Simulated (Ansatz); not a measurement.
`C=CS[Si](O)(O)O` + H₂ → `O[SiH](O)O` + `C=CS`  (hydrogenolysis of the Si–S bond)

Program: Ansatz. Geometries: PBE0-D4/def2-TZVP. ΔE: electronic, gas phase. CCSD(T)/CBS adds triple-zeta CCSD(T) − MP2 to the extrapolated MP2 energy (def2 sets, frozen cores). This one scheme is used for every species. Functionals use def2-TZVPP. B3LYP here is the variant with VWN-RPA as its local correlation; programs differ in this. Each species was taken in one conformer, which may not be the lowest.

```json
{"level": "r2SCAN-D4", "ΔE (kJ/mol)": "50.5", "difference from CCSD(T)/CBS": "7.0"}
{"level": "PBE0-D4", "ΔE (kJ/mol)": "47.5", "difference from CCSD(T)/CBS": "4.0"}
{"level": "B3LYP-D4", "ΔE (kJ/mol)": "44.4", "difference from CCSD(T)/CBS": "0.9"}
{"level": "ωB97X-V", "ΔE (kJ/mol)": "40.6", "difference from CCSD(T)/CBS": "-2.9"}
{"level": "ωB97M-V", "ΔE (kJ/mol)": "43.7", "difference from CCSD(T)/CBS": "0.2"}
{"level": "B2PLYP", "ΔE (kJ/mol)": "31.9", "difference from CCSD(T)/CBS": "-11.6"}
{"level": "r2SCAN", "ΔE (kJ/mol)": "46.5", "difference from CCSD(T)/CBS": "3.0"}
{"level": "B3LYP", "ΔE (kJ/mol)": "21.3", "difference from CCSD(T)/CBS": "-22.2"}
{"level": "HF/def2-TZVPP", "ΔE (kJ/mol)": "7.6", "difference from CCSD(T)/CBS": "-35.9"}
{"level": "SCS-MP2/def2-TZVPP", "ΔE (kJ/mol)": "37.7", "difference from CCSD(T)/CBS": "-5.8"}
{"level": "CCSD/def2-TZVPP", "ΔE (kJ/mol)": "31.9", "difference from CCSD(T)/CBS": "-11.6"}
{"level": "HF/def2-QZVPP", "ΔE (kJ/mol)": "6.9", "difference from CCSD(T)/CBS": "-36.6"}
{"level": "MP2/def2-QZVPP", "ΔE (kJ/mol)": "50.7", "difference from CCSD(T)/CBS": "7.2"}
{"level": "SCS-MP2/def2-QZVPP", "ΔE (kJ/mol)": "39.4", "difference from CCSD(T)/CBS": "-4.1"}
{"level": "HF/CBS(def2)", "ΔE (kJ/mol)": "6.8", "difference from CCSD(T)/CBS": "-36.7"}
{"level": "CCSD/CBS(def2)", "ΔE (kJ/mol)": "35.3", "difference from CCSD(T)/CBS": "-8.2"}
{"level": "CCSD(T)/CBS", "ΔE (kJ/mol)": "43.5", "difference from CCSD(T)/CBS": "0"}
```

Largest T1 diagnostic among the species: 0.012.

In def2-TZVPP, CCSD(T) changes the Hartree–Fock value by +32.5 kJ/mol (the triples alone add +8.2 kJ/mol) and MP2 by +41.4 kJ/mol. The D4 term adds +23.1 kJ/mol with B3LYP and +12.8 kJ/mol with PBE0; it sums over pairs of atoms, weighted by their polarisabilities, and B3LYP, whose exchange is more repulsive, gets the larger term.
